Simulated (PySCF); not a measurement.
An unknown is described by computed data only.

Formula: C5H8OSi.

| Item | Value |
| --- | --- |
| 13C NMR | chemical shifts (computed TMS as zero) by class: 170.5 (1 C), 142.1 (1 C), 124.5 (1 C), 114.0 (1 C), 39.2 (1 C) ppm [GIAO PBE0/pcSseg-1] |
| Rotational structure | rotational constants A, B, C: 6.599, 1.281, 1.094 GHz [PBE0-D3(BJ)/def2-SVP] |
| Triplet | lowest triplet excitation (Tamm–Dancoff): 2.98 eV [TDA wB97X-D/def2-SVPD] |
| Valence photoelectron | vertical ionisation energy: 7.71 eV [ΔSCF wB97X-D/def2-SVPD] |
| NMR, other nuclei | isotropic shieldings of nuclei other than C and H, by class: 235 (1 O), 387 (1 Si) ppm [GIAO PBE0/pcSseg-1] |
| Dipole | 1.38 D [wB97X-D/def2-SVPD] |
| 1H NMR | chemical shifts (computed TMS as zero) by class: 6.60 (1 H), 5.83 (1 H), 5.80 (1 H), 4.96 (3 H), 2.91 (2 H) ppm [GIAO PBE0/pcSseg-1] |

The electronic properties come from PySCF, for the isolated species, density fitting. Levels stand in brackets. One conformer (not necessarily the lowest) at the PBE0-D3(BJ)/def2-SVP geometry, without solvent, vibrations or thermal averaging. NMR classes are plain means over equivalent atoms (diastereotopic ones count apart unless rotation or inversion swaps them), as if these changed places fast.

Problem. What is the compound? Reason from the data.

Solution. Numbering: `[SiH3:1][O:2][C:3]1=[CH:4][CH:5]=[CH:6][CH2:7]1`. Its formula, C5H8OSi, gives 3 degrees of unsaturation: 1 ring and 2 π bonds in the structure found. 5 carbons fall into 5 classes; from least to most shielded: vinylic carbon bearing oxygen [C3] (170.5 ppm), alkene CH carbon [C5] (142.1 ppm), alkene CH carbon [C6] (124.5 ppm), alkene CH carbon [C4] (114.0 ppm), allylic carbon [C7] (39.2 ppm). Hydrogen classes from least to most shielded: 1 H on an alkene CH carbon, C5 (6.60 ppm), 1 H on an alkene CH carbon, C6 (5.83 ppm), 1 H on an alkene CH carbon, C4 (5.80 ppm), 3 H on an oxygen-bound silicon, Si1 (4.96 ppm), 2 H on an allylic carbon, C7 (2.91 ppm). The other shieldings belong to: 235 ppm, silyl ether oxygen [O2]; 387 ppm, oxygen-bound silicon [Si1]. The first electron is taken from the HOMO, whose largest Löwdin shares are 0.24 on an alkene CH carbon, 0.20 on an alkene CH carbon, 0.18 on the vinylic carbon bearing oxygen and 0.13 on an alkene CH carbon. The optimised geometry has point group Cs and is an asymmetric top. Structure: `[SiH3]OC1=CC=CC1`. Computed isomers that give other values at the same levels: `CC#C/C=C\O[SiH3]` (13C chemical shifts (computed TMS as zero) by class: 159.9 (1 C), 98.1 (1 C), 92.6 (1 C), 80.0 (1 C), 5.9 (1 C) ppm); `CC#C/C=C/O[SiH3]` (13C chemical shifts (computed TMS as zero) by class: 164.6 (1 C), 95.3 (1 C), 93.2 (1 C), 79.8 (1 C), 5.7 (1 C) ppm); `COC1=CC=C[SiH2]1` (13C chemical shifts (computed TMS as zero) by class: 179.3 (1 C), 159.7 (1 C), 116.4 (1 C), 113.1 (1 C), 56.5 (1 C) ppm). The assignments are read from this structure; whether some other isomer fits the data as well wasn't checked.

Conformer computed: `[SiH3:1][O:2][C:3]1=[CH:4][CH:5]=[CH:6][CH2:7]1`: Si1–O2–C3–C4 180°.
